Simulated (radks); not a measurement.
The numbers below are computed, except where a source is named.
Task: Ni I, configuration [Ar] 3d7 4s2 4d1 (not the ground configuration). Code: a radial shooting solver on a logarithmic mesh with Libxc functionals. Model: scalar-relativistic Kohn-Sham, exchange-only LDA, spin-polarised, spherical densities, finite nucleus; open shells are filled with parallel spins first; Fermi nuclear charge, rms radius 3.7757 fm. Some entries of the table are withheld. Estimate them.

orbital,occ.,eigenvalue (eV),<1/r> (bohr^-1),<r^2> (bohr^2)
1s up,1,-8205.359,28.04,0.003948
1s down,1,-8205.336,28.04,0.003948
2s up,1,-992.3869,6.053,0.07120
2s down,1,-990.3390,6.060,0.07103
2p up,3,-856.3776,5.948,0.05715
2p down,3,-854.8044,5.954,0.05697
3s up,1,-123.3446,1.931,0.6264
3s down,1,-119.3866,1.924,0.6309
3p up,3,(1),1.791,0.6998
3p down,3,(2),1.781,0.7085
3d up,5,-20.9547,1.442,1.088
3d down,2,-17.3807,1.410,1.188
4s up,1,-11.2583,0.5435,6.719
4s down,1,-10.3806,0.5268,7.026
4d up,1,-0.5538,0.1272,111.1

Result: 
(1) 3p up eigenvalue (eV): -83.9068
(2) 3p down eigenvalue (eV): -80.0402
